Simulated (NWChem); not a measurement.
System: CrO2BrF; SMILES [O]=[Cr](=[O])([F])[Br]

Excerpt of the output:

```
             Northwest Computational Chemistry Package (NWChem) 7.3.0
             --------------------------------------------------------

                             Geometry "geometry" -> ""
                             -------------------------

 Output coordinates in angstroms (scale by  1.889725989 to convert to a.u.)

  No.       Tag          Charge          X              Y              Z
 ---- ---------------- ---------- -------------- -------------- --------------
    1 Cr                  24.0000     0.05296300    -0.74542400     0.00000000
    2 O                    8.0000     0.82343600    -1.19279300    -1.23819500
    3 O                    8.0000     0.82343600    -1.19279300     1.23819500
    4 F                    9.0000    -1.49634700    -1.41037200     0.00000000
    5 Br                  35.0000    -0.02641600     1.51830900     0.00000000

 Effective nuclear repulsion energy (a.u.)     586.2897304082

  xc_inp: hfexch multiplicative factor not found.
                              NWChem Property Module
                              ----------------------

  itol2e modified to match energy
  convergence criterion.

                                 NWChem DFT Module
                                 -----------------

 Summary of "ao basis" -> "ao basis" (spherical)
 ------------------------------------------------------------------------------
       Tag                 Description            Shells   Functions and Types
 ---------------- ------------------------------  ------  ---------------------
 Cr                          6-31g*                 12       34   5s4p2d1f
 O                           6-31g*                  6       14   3s2p1d
 F                           6-31g*                  6       14   3s2p1d
 Br                          6-31g*                 12       32   5s4p3d

  itol2e modified to match energy
  convergence criterion.

[...]

          -----------------------
          Electric field gradient
          -----------------------

 1 a.u. = 0.324123 10**(16) esu/cm**3  ( or statvolts/cm**2 ) = 0.97174 10**(22) v/m**2

 ------------------------------------------------------------
   Atom      X         Y         Z
 ------------------------------------------------------------
    1 Cr   0.10009  -1.40865   0.00000
 ------------------------------------------------------------

 Electric field gradient in molecular frame (a.u.)
         XX             YY             ZZ             XY             XZ             YZ
 ------------------------------------------------------------------------------------------
       -0.351361      -0.315130       0.666491       0.043338       0.000000      -0.000000

 Principal components (a.u.) and orientation
 of principal axis w.r.t. absolute frame                      Asymmetry parameter eta
 --------------------------------------------------------------------------------------
        0.666491      -0.380217      -0.286273                       0.140953

        0.000000       0.832365       0.554229
       -0.000000      -0.554229       0.832365
        1.000000      -0.000000      -0.000000

 ------------------------------------------------------------
   Atom      X         Y         Z
 ------------------------------------------------------------
    2 O    1.55607  -2.25405  -2.33985
 ------------------------------------------------------------

 Electric field gradient in molecular frame (a.u.)
         XX             YY             ZZ             XY             XZ             YZ
 ------------------------------------------------------------------------------------------
        0.738348      -0.510243      -0.228105      -0.531423       0.556689      -0.291416

 Principal components (a.u.) and orientation
 of principal axis w.r.t. absolute frame                      Asymmetry parameter eta
 --------------------------------------------------------------------------------------
        1.205384      -0.730336      -0.475048                       0.211790

        0.854370       0.227668      -0.467139
       -0.332484       0.930338      -0.154677
        0.399382       0.287468       0.870549

 ------------------------------------------------------------
   Atom      X         Y         Z
 ------------------------------------------------------------
    3 O    1.55607  -2.25405   2.33985
 ------------------------------------------------------------

 Electric field gradient in molecular frame (a.u.)
         XX             YY             ZZ             XY             XZ             YZ
 ------------------------------------------------------------------------------------------
        0.738348      -0.510243      -0.228105      -0.531423      -0.556689       0.291416

 Principal components (a.u.) and orientation
 of principal axis w.r.t. absolute frame                      Asymmetry parameter eta
 --------------------------------------------------------------------------------------
        1.205384      -0.730336      -0.475048                       0.211790

        0.854370       0.227668       0.467139
       -0.332484       0.930338       0.154677
       -0.399382      -0.287468       0.870549

 ------------------------------------------------------------
   Atom      X         Y         Z
 ------------------------------------------------------------
    4 F   -2.82769  -2.66522   0.00000
 ------------------------------------------------------------

[...]
```

Level: Hartree-Fock/6-31G* (spherical d). Structure relaxed at the PBE0/def2-SVP level. NWChem prints the field gradient with the sign opposite to the second derivative of the potential.

Question: Write an input that gives this output.

Answer: Several could match; the one computed here: the input that was run:
```
start job
memory heap 200 mb stack 900 mb global 1100 mb
geometry units angstroms noautosym nocenter noautoz
  Cr     0.052963    -0.745424     0.000000
  O      0.823436    -1.192793    -1.238195
  O      0.823436    -1.192793     1.238195
  F     -1.496347    -1.410372     0.000000
  Br    -0.026416     1.518309     0.000000
end
basis spherical
  Cr library 6-31g*
  O library 6-31g*
  F library 6-31g*
  Br library 6-31g*
end
dft
  xc hfexch
  iterations 150
end
property
  efieldgrad
end
task dft property
```
